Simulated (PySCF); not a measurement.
C₂H₃ClF₂O₂Si, SMILES CC(=O)O[Si](F)(F)Cl.

Geometry: ωB97X-D3(BJ)/def2-SVP. Other conformers were not sampled.

Two levels are set side by side: TDA-PBE/def2-SVPD (PySCF) and TDA-ωB97X/def2-SVPD (PySCF). Vertical, same geometry. The lowest singlet is HOMO→LUMO 100 % with PBE and HOMO→LUMO 93 % with the other functional; states are paired by order. Differences are taken from unrounded values.

```tsv
quantity	TDA-PBE
lowest singlet excitation (eV)	5.49
lowest triplet excitation (TDA) (eV)	4.95
```

Task: These are the TDA-PBE values. What does TDA-ωB97X give? (An estimate is asked for; the answer gives what the named calculation found.)

Result: 
```tsv
quantity	TDA-ωB97X	TDA-PBE minus TDA-ωB97X
lowest singlet excitation (eV)	5.89	-0.40
lowest triplet excitation (TDA) (eV)	5.36	-0.41
```

Functionals without exact exchange tend to place singlet excitations lower, as here. Differences between two approximate levels are no errors against the true value.

Rough cost on one machine, each run with all the roots and properties that it gave: TDA-ωB97X against TDA-PBE about 4 times.
